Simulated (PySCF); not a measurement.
**Electronic structure of Hf (hafnium, neutral) at the PW91 level**

Configuration: [Xe] 4f14 5d1 6s2 6p1, one real determinant (an excited configuration). All numbers are calculated (PySCF 2.14, scalar relativity by spin-free X2C-1e, in ANO-RCC-VTZP (8s7p5d3f2g1h, 104 functions)).

| Item | Value |
| --- | --- |
| Total energy | -15079.62 hartree |
| One-electron energy | -20685.83 hartree |
| Hartree (Coulomb) energy | 5920.79 hartree |
| Exchange-correlation energy | -314.58 hartree |
| ⟨S²⟩ | 2.0186 |
| ⟨L²⟩ | 8.059 |
| Sum of ⟨r⟩ | 46.05 bohr |
| Sum of ⟨r²⟩ | 78.52 bohr² |
| Traceless quadrupole moment −½Σ⟨3z² − r²⟩ along its main axis | -5.26 e·bohr² |
| Langevin diamagnetic susceptibility | -62.2 ×10⁻⁶ cm³/mol |

```
shell  electrons  mean orbital energy (eV)  spread (eV)  rms radius, mean of both spins (bohr)
 1s α          1                  -65074.1            0                                 0.0215
 1s β          1                  -65074.1            0                                 0.0215
 2s α          1                  -11133.5            0                                 0.0869
 2s β          1                  -11133.4            0                                 0.0869
 2p α          3                   -9808.5        0.032                                 0.0788
 2p β          3                   -9808.4        0.044                                 0.0788
 3s α          1                   -2540.2            0                                  0.223
 3s β          1                   -2540.2            0                                  0.223
 3p α          3                   -2142.1        0.075                                  0.224
 3p β          3                   -2142.1        0.084                                  0.224
 3d α          5                   -1656.3        0.061                                  0.205
 3d β          5                   -1656.3        0.101                                  0.205
 4s α          1                   -513.81            0                                  0.498
 4s β          1                   -513.78            0                                  0.498
 4p α          3                   -382.47        0.155                                  0.530
 4p β          3                   -382.44        0.183                                  0.530
 4d α          5                   -209.14        0.189                                  0.577
 4d β          5                   -209.11        0.256                                  0.577
 5s α          1                   -69.905            0                                   1.21
 5s β          1                   -69.542            0                                   1.21
 5p α          3                   -38.707        0.188                                   1.42
 5p β          3                   -38.228        0.535                                   1.42
 4f α          7                   -19.856        0.198                                  0.773
 4f β          7                   -19.755        0.281                                  0.773
 6s α          1                    -6.537            0                                   3.51
 6s β          1                    -5.666            0                                   3.51
 5d α          1                    -5.165            0                                   2.50
 6p α          1                    -2.299            0                                   4.22
```

⟨L²⟩ = 8.06 against 12 for a pure F term, so this real determinant mixes terms. Spin-orbit coupling, absent here, splits the open shell strongly.

Densities and radii are taken from the X2C orbitals without a picture-change correction, which distorts them close to the nucleus.
